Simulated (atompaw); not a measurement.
**hafnium (Hf): one change to a PAW (atompaw) potential, before and after**

Hf (Z = 72), PAW, made with atompaw 4.2.0.5 (LDA (PW92), scalar-relativistic). Core [Xe] 4f14, reference 5d2 6s1.5 6p0.5. Waves: 6s (bound): rc 3.00 bohr; 6s channel at 0.05 Ry: rc 3.00 bohr; 6p (bound): rc 3.00 bohr; 6p channel at 1.45 Ry: rc 3.00 bohr; 5d (bound): rc 1.75 bohr; 5d channel at 0.35 Ry: rc 1.75 bohr. Local part: vpsmatchnc scheme with l = 3 at 1 Ry, radius 2.60 bohr. Core correction: smooth core density matched at 2.15 bohr. Augmentation charge: sinc compensation charge, radius 2.70 bohr; PAW radius 3.00 bohr; waves and projectors: custom rrkj vanderbiltortho.

Change: all radii scaled by about 0.85 (s 2.56, p 2.56, d 1.50 bohr); local potential vpsmatchnc scheme with l = 3 at 1 Ry, radius 2.22 bohr; augmentation sinc compensation charge, radius 2.30 bohr; PAW radius 2.56 bohr; waves and projectors: custom rrkj vanderbiltortho; core correction smooth core density matched at 1.84 bohr.

Cutoffs: the cutoffs (Ry, on a coarse ladder) from which the occupation-weighted sum of valence levels, in a spherical-Bessel basis at the reference potential, stays within 10 and 1 mRy of its value at 400 Ry; they do not see the model core or the augmentation charge, which bear on the density cutoff.

Question: What does the change do?

Answer: The potential gets harder (30 Ry and 35 Ry → 30 Ry and 45 Ry); both files keep a bound ghost (p, s). A smaller radius makes the pseudo-wave follow the all-electron one further in, where it bends more sharply, so more plane waves are needed.

```tsv
quantity	base	changed
cutoff, loose	30 Ry	30 Ry
cutoff, tight	35 Ry	45 Ry
loose cutoff by channel (10 mRy a level)	s 6 Ry, p 6 Ry, d 25 Ry	s 6 Ry, p 6 Ry, d 30 Ry
bound ghosts	s, p	s, p
lowest overlap eigenvalue by channel	s 0.05, p 0.54, d 0.77	s 0.25, p 0.67, d 0.62
```

 A true bound ghost makes a file unfit for plane-wave use even where its test errors are small: the radial tests pick states by their node count and pass the ghost by. The cutoffs see the waves, projectors and local potential, not the compensation charge or the core.
